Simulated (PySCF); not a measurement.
A side-by-side comparison of computed properties.

First species: C3H13FSi3.
Z-matrix (Å and degrees, GFN2-xTB geometry), rows numbered from 1:
```
C 
Si  1  1.9014
C   2  1.9032  1  110.41
Si  3  1.8986  2  116.61  1    60.92
C   2  1.9039  1  109.32  3   121.45
Si  5  1.8868  2  115.46  1  -173.98
F   6  1.6173  5  107.73  2  -173.86
H   1  1.0858  2  111.38  3   172.99
H   1  1.0856  2  111.27  3    53.04
H   1  1.0862  2  111.39  3   -66.97
H   2  1.4780  1  109.16  3  -119.59
H   3  1.0899  2  108.48  1   -61.74
H   3  1.0897  2  108.33  1  -176.29
H   4  1.4655  3  110.49  2    60.83
H   4  1.4661  3  110.16  2   -60.02
H   4  1.4673  3  109.63  2  -179.28
H   5  1.0906  2  108.55  1    63.82
H   5  1.0907  2  108.97  1   -51.02
H   6  1.4564  5  113.94  2    71.65
H   6  1.4566  5  112.99  2   -59.71
```

Second species: C3H13FSi3.
SMILES with atom numbers: `[CH3:1][CH2:2][Si@H:3]([CH2:4][SiH3:5])[SiH2:6][F:7]` (hydrogens: H8, H9, H10 on C1; H11, H12 on C2; H13 on Si3; H14, H15 on C4; H16, H17, H18 on Si5; H19, H20 on Si6)

Structure used (GFN2-xTB), in Å, numbered top down from 1:
```
atom  x, y, z in Å
C1    -2.454   -0.711    0.255
C2    -1.718   -0.572   -1.074
Si3    0.032    0.189   -0.888
C4     1.092   -1.002    0.162
Si5    2.949   -0.625    0.234
Si6   -0.048    2.269    0.115
F7    -1.102    3.175   -0.715
H8    -1.901   -1.354    0.937
H9    -2.582    0.260    0.729
H10   -3.441   -1.147    0.109
H11   -2.316    0.050   -1.743
H12   -1.649   -1.554   -1.546
H13    0.604    0.219   -2.254
H14    0.704   -1.018    1.182
H15    0.961   -2.015   -0.220
H16    3.624   -1.629    1.063
H17    3.516   -0.660   -1.115
H18    3.152    0.703    0.821
H19   -0.594    2.353    1.470
H20    1.165    3.080    0.062
```

Levels: PBE0/pcSseg-1 for dipole moment, HOMO energy, LUMO energy and HOMO–LUMO gap; GFN2-xTB for rotational constant A and rotational constant C. Geometries: GFN2-xTB. All species are isolated and taken at one optimised geometry, non-relativistic unless stated; the electronic structure was computed with PySCF and density fitting.

Dipoles, sizes and rotational constants follow the conformer. The torsions of the flexible species, by atom-mapped SMILES:
- `[CH3:1][Si@@H:2]([CH2:3][SiH3:4])[CH2:5][SiH2:6][F:7]`: C1–Si2–C3–Si4 61°, C1–Si2–C5–Si6 -174°, Si2–C5–Si6–F7 -174°
- `[CH3:1][CH2:2][Si@H:3]([CH2:4][SiH3:5])[SiH2:6][F:7]`: C1–C2–Si3–C4 63°, C2–Si3–C4–Si5 170°, C2–Si3–Si6–F7 -53°

```
             property   column X   column Y
        dipole moment     2.31 D     2.28 D
          HOMO energy   -8.17 eV   -8.56 eV
          LUMO energy   -0.75 eV    0.23 eV
        HOMO–LUMO gap    7.42 eV    8.79 eV
rotational constant A  1.521 GHz  1.741 GHz
rotational constant C  0.618 GHz  0.597 GHz
```

(1) Which column belongs to which species?

(2) How does each property change from the first species to the second?

## Answers

(1) Column X is the second species and column Y the first. The first has 20 atoms and 82 electrons, the second 20 and 82.

(2) dipole moment +0.03 D; HOMO energy +0.39 eV; LUMO energy -0.98 eV; HOMO–LUMO gap -1.37 eV; rotational constant A -0.220 GHz; rotational constant C +0.021 GHz.

On the first: The dipole matches unit charges of opposite sign 0.47 Å apart (1 e·Å = 4.8032 D).

On the second: In atomic units the dipole is 0.91 e·bohr (1 au = 2.5417 D).
